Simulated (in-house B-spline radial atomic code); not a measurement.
Atomic self-consistent-field run: neutral vanadium. All numbers are computed (scalar-relativistic (X2C) B97-1, spin-polarised, spherical fractional occupations, exact exchange averaged over the configuration; Fermi nucleus of rms radius 3.6002 fm) with a radial B-spline atomic code at the basis-set limit, not measured.

Command:
```bash
python run_scf.py task.json out
```
Settings (nuclear radius in fm, mass in u):
```
Z                23
configuration    [Ar] 3d3 4s2
hamiltonian      x2c
method           b97_1
spin_polarised   True
nucleus          fermi
rms_radius       3.6002
atomic_mass      50.94396
speed_of_light   137.035999084
exact_exchange   averaged over the configuration
```

Output (hartree, bohr):
```
 radial grid: 78 intervals, B-splines of order 8, outer radius 50 bohr

 iter        energy (Eh)    residual
    1        -943.368631    3.01e-01
    2        -945.719351    2.93e-01
    3        -948.893534    6.69e-02
    4        -949.083269    2.17e-02
    5        -949.098545    3.67e-03
    6        -949.099162    3.58e-03
    7        -949.099625    3.14e-04
    8        -949.099626    1.45e-04
    9        -949.099626    3.56e-06
   10        -949.099626    2.81e-07
   11        -949.099626    2.59e-08

 total energy                      -949.09963
 kinetic                             959.0639
 electron-nucleus                  -2260.5779
 Hartree                             397.7890
 exact exchange                       -9.2386
 exchange-correlation                -36.1361

 orbital      occ     eigenvalue          <r>       <r^2>       <1/r>       r_max
 1s up      1.000      -198.2148    0.0661539  0.00589875     23.0882     0.04319
 1s down    1.000      -198.2151    0.0661537   0.0058987     23.0882     0.04319
 2s up      1.000       -22.5725     0.307826    0.112078      4.8381      0.2555
 2s down    1.000       -22.5330     0.307336    0.111687     4.84559      0.2553
 2p up      3.000       -18.8224     0.274098   0.0925867     4.70116      0.2082
 2p down    3.000       -18.7894      0.27352   0.0921406     4.70827       0.208
 3s up      1.000        -2.7607     0.948243     1.03739     1.48987      0.8198
 3s down    1.000        -2.6438     0.949936     1.04148     1.48512      0.8202
 3p up      3.000        -1.7538      1.01725      1.2196      1.3494      0.8469
 3p down    3.000        -1.6286      1.02213     1.23311     1.34195      0.8476
 3d up      3.000        -0.2741      1.38914     2.56045    0.978267      0.8961
 4s up      1.000        -0.1947      3.33718     12.8896    0.390175       2.728
 4s down    1.000        -0.1783      3.47321     13.9526    0.371024       2.853
```

Time taken, with all properties: 0.85 s on 1 thread of Arm Neoverse N1 (shared host).
